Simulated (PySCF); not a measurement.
BeFH. Atoms are numbered in the order given.

```xyz
3

Be     0.0000     0.0000     0.7861
H      0.0000     0.0000     2.1149
F      0.0000     0.0000    -0.5844
```

Geometry: PBE0-D3(BJ)/def2-TZVPD.

Method: PySCF with PBE0/def2-TZVPD.

Isolated molecule, no solvent.

### Question
Estimate the frontier levels, gap, dipole moment and polarisability. (An estimate is asked for; the answer gives what the named calculation found.)

### Answer

```
Property                                                                                                        Value
---------------------------------------------------------------------------------------------  ----------------------
highest occupied level                                                                                       -9.69 eV
lowest empty level                                                                                           -0.19 eV
orbital gap                                                                                                   9.51 eV
dipole moment                                                                                                  0.73 D
quadrupole, principal values (traceless, Buckingham form, about the centre of nuclear charge)   -4.99, 2.50, 2.50 D·Å
mean static polarisability                                                                       17.5 bohr³ (2.60 Å³)
polarisability, principal values                                                               16.8, 16.8, 19.0 bohr³
```
